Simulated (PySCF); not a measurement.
A structure optimised at B3LYP-D3(BJ)/def2-SVP, used in a PySCF frequency run:

```xyz
6

Al     0.0000     0.0000     0.4074
Cl     0.0000     0.0000     2.5124
Se     0.0000     2.0588    -0.6475
H      0.0000     1.4437    -1.9901
Se     0.0000    -2.0588    -0.6475
H      0.0000    -1.4437    -1.9901
```

Q: Write its SMILES, formula and point group.

A: [Cl][Al]([SeH])[SeH], AlClH2Se2, C2v

Q: What are its rotational constants (standard atomic weights)?

A: 1.6719, 0.75023, 0.51786 GHz
